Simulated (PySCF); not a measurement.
**How methods differ on the excitation energy of Be**

Be [He] 2s2 (1S) → Be [He] 2s1 3s1, s spin flipped, as a difference of total energies. All numbers are calculated (PySCF 2.14, the non-relativistic Hamiltonian (point nucleus), in dyall-av2z (11s7p2d, 42 functions)). Correlated levels: valence: 1s2 frozen; virtual orbitals above 40 to 60 times the deepest correlated orbital energy dropped. The calculations carry no spin-orbit coupling.

| method | excitation energy (eV) |
| --- | --- |
| UHF | 0.000 |
| LDA | 0.000 |
| PBE | 0.000 |
| PBE0 | 0.000 |
| r2SCAN | 0.000 |
| B97-3 | 0.000 |
| wB97X-V | 0.000 |
| BHandHLYP | 0.000 |
| MN15 | 0.000 |
| MP2 (valence) | 0.000 |
| SCS-MP2 (valence) | 0.000 |

The upper determinant mixes two multiplicities, so it lies between the two terms.

The promoted electron is Rydberg-like, and one or two diffuse shells describe it only roughly, which tends to raise the upper state.
